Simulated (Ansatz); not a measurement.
The molecule SrS, closed-shell singlet (the spin of the measured ground state). No spin–orbit coupling.

```
level                 bond energy D_e (kcal/mol)
--------------------  --------------------------
SVWN5/def2-TZVPP                          102.17
PBE/def2-TZVPP                             89.51
r2SCAN/def2-TZVPP                          91.40
B97M-V/def2-TZVPP                          84.84
B3LYP/def2-TZVPP                           78.15
PBE0/def2-TZVPP                            82.99
BHLYP/def2-TZVPP                           68.96
CAM-B3LYP/def2-TZVPP                       74.60
wB97X-V/def2-TZVPP                         80.64
wB97M-V/def2-TZVPP                         77.65
B2PLYP/def2-TZVPP                          75.62
CCSD/def2-TZVPP                            61.64
CCSD/def2-QZVPP                            69.30
CCSD(T)/def2-TZVPP                         67.07
CCSD(T)/def2-QZVPP                         75.30
```

The rows run from 61.64 (CCSD/def2-TZVPP) to 102.17 kcal/mol (SVWN5/def2-TZVPP). From def2-TZVPP to def2-QZVPP CCSD(T) changes by 8.23. The 11 functionals in def2-TZVPP without D3 or D4 span 33.21, from BHLYP to SVWN5.

D_e counts from the fitted minimum to each atom's lowest state at the same level, without counterpoise. The singlet is restricted.

Correlated levels freeze the inner cores; with def2 sets outer-core shells near the valence are correlated too.

Codes used: Ansatz (an electronic-structure program). Values without a source in brackets are computed. In def2 rows elements past Kr take small-core potentials, without spin–orbit coupling.
